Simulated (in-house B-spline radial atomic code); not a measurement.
Configurations of the silver ion Ag⁴⁺, with energies counted from [Kr] 4d7. Level of theory: non-relativistic r2SCAN, spin-polarised, spherical fractional occupations, point nucleus; calculated with an all-electron radial atomic-structure program (B-spline basis). Shells without spins written out take the highest spin.

Occupations are held fixed; configurations that lie above the ionisation limit could autoionise.

| configuration | E - E(ref) (eV) | highest orbital | its <r> (bohr) |
| --- | --- | --- | --- |
| [Kr] 4d(1 up, 5 down) 5s(0 up, 1 down) | 17.714 | 5s down | 2.172 |
| [Ar] 3d10 4s2 4p5 4d7 5p1 | 80.492 | 5p up | 2.427 |
| [Ar] 3d10 4s2 4p5 4d7 5d1 | 92.881 | 5d up | 3.119 |
| [Ar] 3d10 4s2 4p5 4d7 4f1 | 95.752 | 4f up | 2.438 |
| [Ar] 3d10 4s2 4p5 4d7 5f1 | 104.47 | 5f up | 4.776 |
| [Ar] 3d9 4s2 4p6 4d7 4f1 | 420.54 | 4f up | 2.433 |
| [Ar] 3d(4 up, 5 down) 4s2 4p6 4d(4 up, 3 down) 4f(0 up, 1 down) | 424.31 | 4f down | 2.565 |

Order these further configurations by energy, lowest first.
A. [Ar] 3d9 4s2 4p6 4d7 5p1
B. [Kr] 4d(5 up, 1 down) 5f(0 up, 1 down)
C. [Kr] 4d6 5f1
D. [Ar] 3d9 4s2 4p6 4d7 5f1
E. [Kr] 4d6 4f1

E (41.703 eV), C (50.32 eV), B (51.128 eV), A (404.91 eV), D (429.11 eV).

How far above the reference does [Kr] 4d(3 up, 4 down) lie?

2.3059 eV; its least bound orbital is 4d up with <r> = 1.189 bohr.

How far above the reference does [Ar] 3d10 4s2 4p5 4d8 lie?

53.226 eV; its least bound orbital is 4d down with <r> = 1.189 bohr.

How far above the reference does [Ar] 3d(5 up, 4 down) 4s2 4p6 4d(4 up, 3 down) 5p(0 up, 1 down) lie?

408.16 eV; its least bound orbital is 5p down with <r> = 2.44 bohr.
